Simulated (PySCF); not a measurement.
Compound: C6H12BNO.
Cartesian coordinates in Å at the PBE0-D3(BJ)/def2-SVP level; atoms count from 1:
```
atom  x, y, z in Å
B1    -2.5332    1.2526    0.5225
O2    -1.0893    0.4806    0.5817
C3    -0.0399    0.9943   -0.2684
C4     0.9321   -0.1632   -0.4095
C5     1.9305   -0.2536    0.7378
C6    -0.0430   -1.3457   -0.4722
C7    -1.1452   -0.9549    0.5173
C8    -0.9587   -1.5036    1.8636
N9    -0.8042   -1.9794    2.9060
H10   -2.2361    2.4222    0.6855
H11   -3.1623    0.7434    1.4328
H12   -2.9471    0.9797   -0.6015
H13   -0.4998    1.2873   -1.2253
H14    0.3662    1.8829    0.2308
H15    1.4735   -0.0733   -1.3642
H16    2.5669   -1.1445    0.6332
H17    2.5866    0.6293    0.7528
H18    1.4297   -0.3139    1.7160
H19   -0.4853   -1.4268   -1.4754
H20    0.4196   -2.3092   -0.2204
H21   -2.1513   -1.2302    0.1659
```

Level of theory: PySCF 2.14.0, PBE0-D3(BJ)/def2-SVP geometry optimisation, gas phase.

Take the most abundant isotopes and a rigid rotor. The values belong to one conformer with, in the numbering `[BH3-:1][O+:2]1[CH2:3][C@@H:4]([CH3:5])[CH2:6][C@H:7]1[C:8]#[N:9]`, B1–O2–C3–C4 -159°, O2–C3–C4–C5 -84°, C3–C4–C6–C7 -37°, C4–C6–C7–C8 -95°.

Task: What are A, B and C (MHz)?

Result: Ia = 276.95, Ib = 292.36, Ic = 447.77 u·Å²; 505379 MHz·u·Å²/I gives A = 1825, B = 1729, C = 1129 MHz.

Task: Classify the top.

Result: An asymmetric top. Ray's parameter κ = (2B − A − C)/(A − C) = 0.724; −1 is the prolate and +1 the oblate limit.

Task: What does the inertial defect say?

Result: Not planar: Δ = Ic − Ia − Ib = -121.54 u·Å². For a rigid frame Δ = −2 Σ m c², so Σ m c² = 60.77 u·Å² lies off the ab plane: 18.99 from hydrogen and 41.78 from heavier atoms. The atom farthest from that plane is 2.21 Å away.

Task: Give the other two planar moments, Paa and Pbb, and the rms extents of the mass along the axes.

Result: Paa = Σ m a² = (Ib + Ic − Ia)/2 = 231.59 and Pbb = Σ m b² = (Ia + Ic − Ib)/2 = 216.18 u·Å². With the mass M = 125.10 u, the rms extents √(P/M) along a, b and c are 1.36, 1.31, 0.70 Å.

Task: Which types of transition are allowed, and where do some lines up to J = 5 fall?

Result: The dipole components are |μa| = 4.83 D, |μb| = 3.33 D, |μc| = 2.48 D. Intensities carry the squares of the components, which stand as 1.00 : 0.48 : 0.26 (a : b : c). Some lines, for components of 0.1 D or more:

| type | branch | J(Ka,Kc) | MHz | lower level (cm⁻¹) |
| --- | --- | --- | --- | --- |
| b | Q | 2(2,0) ← 2(1,1) | 803 | 0.329 |
| b | Q | 4(3,1) ← 4(2,2) | 1638 | 1.094 |
| b | R | 1(1,1) ← 0(0,0) | 2953 | 0.000 |
| b | Q | 5(3,2) ← 5(2,3) | 3014 | 1.581 |
| b | Q | 3(1,2) ← 3(0,3) | 3195 | 0.516 |
| b | Q | 3(2,2) ← 3(1,3) | 3247 | 0.516 |
| b | Q | 4(3,2) ← 4(2,3) | 3274 | 0.990 |
| a | R | 2(0,2) ← 1(0,1) | 5200 | 0.095 |
| b | Q | 5(1,4) ← 5(0,5) | 5810 | 1.237 |
| b | R | 3(1,3) ← 2(0,2) | 7424 | 0.269 |
| a | R | 3(2,1) ← 2(2,0) | 9720 | 0.356 |
| a | R | 4(2,3) ← 3(2,2) | 10948 | 0.625 |
| a | R | 4(1,3) ← 3(1,2) | 10995 | 0.623 |
| b | R | 5(1,5) ← 4(0,4) | 11933 | 0.839 |
| a | R | 4(3,2) ← 3(3,1) | 11983 | 0.699 |
| a | R | 4(2,2) ← 3(2,1) | 12407 | 0.680 |
| b | R | 4(3,2) ← 3(2,1) | 12559 | 0.680 |
| b | R | 4(4,1) ← 3(3,0) | 14020 | 0.713 |
| c | R | 4(4,1) ← 3(3,1) | 14425 | 0.699 |
| a | R | 5(2,3) ← 4(2,2) | 14595 | 1.094 |
| c | R | 5(2,3) ← 4(1,3) | 17722 | 0.990 |
| b | R | 5(3,2) ← 4(2,3) | 20731 | 0.990 |

No frequency check. Constants of a rigid frame at the computed geometry: no zero-point averaging, no centrifugal distortion. A rigid rotor knows nothing of internal rotation, which can split or shift real lines. Quadrupole hyperfine structure (11B, 14N) is left out.
